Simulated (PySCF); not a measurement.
**Electron correlation in Ti (titanium, neutral)**

[Ar] 3d2 4s2, high-spin 3F determinant. All numbers are calculated (PySCF 2.14, no relativity, point nucleus, in def2-TZVP (6s4p4d1f, 45 functions)). Frozen: [Ar]; 4 electrons correlated.

MP2 pair energies summed by pair of shells (mhartree):

```json
{"pair": "4s-4s", "energy": "-19.33", "share (%)": "56.3"}
{"pair": "3d-4s", "energy": "-11.09", "share (%)": "32.3"}
{"pair": "3d-3d", "energy": "-3.91", "share (%)": "11.4"}
```

Total MP2 correlation energy: -34.34 mhartree.

Same-spin part -8.41 and opposite-spin part -25.92 mhartree; SCS-MP2 scales them by 1/3 and 6/5 to -33.91 mhartree.
